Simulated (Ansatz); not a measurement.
Geometry optimisation of CH6BBrOSi (`BOC([SiH3])Br`).

```yaml
crystal:
  periodic: [false, false, false]
  atoms:
    - {symbol: B, position_ang: [-1.021584, 1.518462, 1.051184]}
    - {symbol: O, position_ang: [0.116823, 0.797058, 0.879234]}
    - {symbol: C, position_ang: [0.710150, 0.272609, -0.271705]}
    - {symbol: Si, position_ang: [0.397254, -1.621174, -0.408079]}
    - {symbol: Br, position_ang: [0.100390, 1.072090, -1.999922]}
    - {symbol: H, position_ang: [-1.297141, 1.763085, 2.208611]}
    - {symbol: H, position_ang: [-1.684416, 1.875510, 0.098892]}
    - {symbol: H, position_ang: [1.788760, 0.525681, -0.243600]}
    - {symbol: H, position_ang: [-1.080103, -1.827537, -0.564177]}
    - {symbol: H, position_ang: [1.154663, -2.155790, -1.586793]}
    - {symbol: H, position_ang: [0.880603, -2.277094, 0.856756]}
basis:
  gaussian: {orbitals: def2-TZVP}
hamiltonian: {xc: pbe0, dispersion: d4}
relax: {f_tol: 0.005, max_steps: 150}
```

```sh
$ ansatz run in.yaml --threads 4 --pin off --events-out ev --progress --plain --max-ram 10444MiB
```

Shortened log:

```
Functional definition: PBE0
  name "PBE0"
  cite "Adamo & Barone, J. Chem. Phys. 110, 6158 (1999) doi:10.1063/1.478522"
  cite "Perdew, Burke & Ernzerhof, Phys. Rev. Lett. 77, 3865 (1996) doi:10.1103/PhysRevLett.77.3865"
  parent pbe
  parameter a = 0.25
  parameter kappa = 0.804
  parameter beta = 0.06672455060314922
  exchange = (1 - a)*pbe_x(kappa = kappa, mu = beta*pi^2/3) + a*exact_x
  correlation = pbe_c(beta = beta)
mean field -81767.95241265 eV, -3004.9168268562 hartree, gradient 2.6e-5 eV, S^2 0.000000; 0 other end points of the search recorded, 0 dependent functions left out
the calculation of the forces begins
relax step   1: F+E_penalty+E_count = -81768.18294327 eV  Δ(F+E_penalty+E_count) = +0.000e0 eV  max|allowed force component| = 5.938e-1 eV/Å  Δτ_max = 0.0000 Å  (30 SCF iters, accepted)
these checks for a lower state are left out or cut short: starts, cluster_reference, orbital_swaps, neighbouring_geometries, increment
mean field -81767.98816405 eV, -3004.9181406960 hartree, gradient 8.3e-6 eV, S^2 0.000000; 0 other end points of the search recorded, 0 dependent functions left out
the calculation of the forces begins
relax step   2: F+E_penalty+E_count = -81768.22018210 eV  Δ(F+E_penalty+E_count) = -3.724e-2 eV  max|allowed force component| = 1.623e-1 eV/Å  Δτ_max = 0.0344 Å  (34 SCF iters, accepted)
these checks for a lower state are left out or cut short: starts, cluster_reference, orbital_swaps, neighbouring_geometries, increment
mean field -81767.99119615 eV, -3004.9182521236 hartree, gradient 8.0e-6 eV, S^2 0.000000; 0 other end points of the search recorded, 0 dependent functions left out
the calculation of the forces begins
relax step   3: F+E_penalty+E_count = -81768.22371604 eV  Δ(F+E_penalty+E_count) = -3.534e-3 eV  max|allowed force component| = 6.249e-2 eV/Å  Δτ_max = 0.0195 Å  (33 SCF iters, accepted)
these checks for a lower state are left out or cut short: starts, cluster_reference, orbital_swaps, neighbouring_geometries, increment
mean field -81767.99154138 eV, -3004.9182648104 hartree, gradient 8.0e-6 eV, S^2 0.000000; 0 other end points of the search recorded, 0 dependent functions left out
the calculation of the forces begins
relax step   4: F+E_penalty+E_count = -81768.22409281 eV  Δ(F+E_penalty+E_count) = -3.768e-4 eV  max|allowed force component| = 5.523e-2 eV/Å  Δτ_max = 0.0089 Å  (34 SCF iters, accepted)
these checks for a lower state are left out or cut short: starts, cluster_reference, orbital_swaps, neighbouring_geometries, increment
mean field -81767.99174179 eV, -3004.9182721754 hartree, gradient 8.0e-6 eV, S^2 0.000000; 0 other end points of the search recorded, 0 dependent functions left out
the calculation of the forces begins
relax step   5: F+E_penalty+E_count = -81768.22434455 eV  Δ(F+E_penalty+E_count) = -2.517e-4 eV  max|allowed force component| = 2.761e-2 eV/Å  Δτ_max = 0.0053 Å  (34 SCF iters, accepted)
these checks for a lower state are left out or cut short: starts, cluster_reference, orbital_swaps, neighbouring_geometries, increment
mean field -81767.99178223 eV, -3004.9182736617 hartree, gradient 8.0e-6 eV, S^2 0.000000; 0 other end points of the search recorded, 0 dependent functions left out
the calculation of the forces begins
relax step   6: F+E_penalty+E_count = -81768.22443649 eV  Δ(F+E_penalty+E_count) = -9.195e-5 eV  max|allowed force component| = 4.677e-2 eV/Å  Δτ_max = 0.0399 Å  (32 SCF iters, accepted)
these checks for a lower state are left out or cut short: starts, cluster_reference, orbital_swaps, neighbouring_geometries, increment
mean field -81767.99213344 eV, -3004.9182865681 hartree, gradient 8.0e-6 eV, S^2 0.000000; 0 other end points of the search recorded, 0 dependent functions left out
[...]
the calculation of the forces begins
relax step  17: F+E_penalty+E_count = -81768.22976002 eV  Δ(F+E_penalty+E_count) = -4.481e-4 eV  max|allowed force component| = 2.558e-2 eV/Å  Δτ_max = 0.0165 Å  (34 SCF iters, accepted)
these checks for a lower state are left out or cut short: starts, cluster_reference, orbital_swaps, neighbouring_geometries, increment
mean field -81767.99316672 eV, -3004.9183245407 hartree, gradient 7.5e-6 eV, S^2 0.000000; 0 other end points of the search recorded, 0 dependent functions left out
the calculation of the forces begins
relax step  18: F+E_penalty+E_count = -81768.22913887 eV  Δ(F+E_penalty+E_count) = +6.211e-4 eV  max|allowed force component| = 5.026e-2 eV/Å  Δτ_max = 0.0164 Å  (34 SCF iters, rejected (line search))
these checks for a lower state are left out or cut short: starts, cluster_reference, orbital_swaps, neighbouring_geometries, increment
mean field -81767.99401396 eV, -3004.9183556762 hartree, gradient 7.6e-6 eV, S^2 0.000000; 0 other end points of the search recorded, 0 dependent functions left out
the calculation of the forces begins
relax step  19: F+E_penalty+E_count = -81768.22986486 eV  Δ(F+E_penalty+E_count) = -1.048e-4 eV  max|allowed force component| = 1.168e-2 eV/Å  Δτ_max = 0.0080 Å  (35 SCF iters, accepted)
these checks for a lower state are left out or cut short: starts, cluster_reference, orbital_swaps, neighbouring_geometries, increment
mean field -81767.99393932 eV, -3004.9183529332 hartree, gradient 7.5e-6 eV, S^2 0.000000; 0 other end points of the search recorded, 0 dependent functions left out
the calculation of the forces begins
relax step  20: F+E_penalty+E_count = -81768.23003109 eV  Δ(F+E_penalty+E_count) = -1.662e-4 eV  max|allowed force component| = 1.388e-2 eV/Å  Δτ_max = 0.0381 Å  (32 SCF iters, accepted)
these checks for a lower state are left out or cut short: starts, cluster_reference, orbital_swaps, neighbouring_geometries, increment
mean field -81767.99352843 eV, -3004.9183378332 hartree, gradient 7.8e-6 eV, S^2 0.000000; 0 other end points of the search recorded, 0 dependent functions left out
the calculation of the forces begins
relax step  21: F+E_penalty+E_count = -81768.23007260 eV  Δ(F+E_penalty+E_count) = -4.151e-5 eV  max|allowed force component| = 3.201e-2 eV/Å  Δτ_max = 0.0741 Å  (33 SCF iters, accepted)
these checks for a lower state are left out or cut short: starts, cluster_reference, orbital_swaps, neighbouring_geometries, increment
mean field -81767.99232218 eV, -3004.9182935041 hartree, gradient 7.5e-6 eV, S^2 0.000000; 0 other end points of the search recorded, 0 dependent functions left out
the calculation of the forces begins
relax step  22: F+E_penalty+E_count = -81768.22912610 eV  Δ(F+E_penalty+E_count) = +9.465e-4 eV  max|allowed force component| = 1.223e-1 eV/Å  Δτ_max = 0.0377 Å  (33 SCF iters, rejected (line search))
these checks for a lower state are left out or cut short: starts, cluster_reference, orbital_swaps, neighbouring_geometries, increment
mean field -81767.99274614 eV, -3004.9183090844 hartree, gradient 7.4e-6 eV, S^2 0.000000; 0 other end points of the search recorded, 0 dependent functions left out
the calculation of the forces begins
relax step  23: F+E_penalty+E_count = -81768.22941530 eV  Δ(F+E_penalty+E_count) = +6.573e-4 eV  max|allowed force component| = 8.158e-2 eV/Å  Δτ_max = 0.0189 Å  (33 SCF iters, rejected (line search))
these checks for a lower state are left out or cut short: starts, cluster_reference, orbital_swaps, neighbouring_geometries, increment
mean field -81767.99369324 eV, -3004.9183438899 hartree, gradient 7.4e-6 eV, S^2 0.000000; 0 other end points of the search recorded, 0 dependent functions left out
the calculation of the forces begins
relax step  24: F+E_penalty+E_count = -81768.23022070 eV  Δ(F+E_penalty+E_count) = -1.481e-4 eV  max|allowed force component| = 5.208e-3 eV/Å  Δτ_max = 0.0033 Å  (34 SCF iters, accepted)
these checks for a lower state are left out or cut short: starts, cluster_reference, orbital_swaps, neighbouring_geometries, increment
mean field -81767.99368094 eV, -3004.9183434376 hartree, gradient 7.4e-6 eV, S^2 0.000000; 0 other end points of the search recorded, 0 dependent functions left out
the calculation of the forces begins
relax step  25: F+E_penalty+E_count = -81768.23022481 eV  Δ(F+E_penalty+E_count) = -4.114e-6 eV  max|allowed force component| = 3.560e-3 eV/Å  Δτ_max = 0.0038 Å  (34 SCF iters, accepted)
mean field -81767.99368094 eV, -3004.9183434376 hartree, gradient 7.4e-6 eV, S^2 0.000000; 1 other end points of the search recorded, 0 dependent functions left out
the calculation of the forces begins
Total energy: -81768.23026078 eV, -3004.9270375865 hartree
Atom 0 at    -1.008275     1.349870     1.021340 Å, force    -0.000341     0.001211    -0.002044 eV/Å
Atom 1 at     0.274986     0.961592     0.851332 Å, force    -0.002094    -0.000484    -0.001342 eV/Å
Atom 2 at     0.802912     0.327445    -0.275424 Å, force     0.000152    -0.000724     0.003448 eV/Å
Atom 3 at     0.319809    -1.508903    -0.386676 Å, force     0.000023    -0.000294    -0.001044 eV/Å
Atom 4 at     0.275192     1.173420    -1.974528 Å, force    -0.000277     0.000548    -0.001098 eV/Å
Atom 5 at    -1.265011     1.801399     2.096479 Å, force     0.000276    -0.000326    -0.001209 eV/Å
Atom 6 at    -1.810740     1.233941     0.143106 Å, force     0.002398    -0.000533     0.003560 eV/Å
Atom 7 at     1.881402     0.477311    -0.249300 Å, force    -0.000490     0.000111    -0.000310 eV/Å
Atom 8 at    -1.156252    -1.577702    -0.504454 Å, force     0.000493     0.000072    -0.000161 eV/Å
Atom 9 at     0.987745    -2.112713    -1.563169 Å, force     0.000151     0.000139     0.000058 eV/Å
Atom 10 at     0.763632    -2.182759     0.861695 Å, force    -0.000290     0.000281     0.000141 eV/Å
Dipole moment:     0.136107    -0.249747     0.058536 e Å
```

It took 100 s on 4 threads of an Arm Neoverse V2 on a shared host, with 0.7 GiB of host memory at the peak.
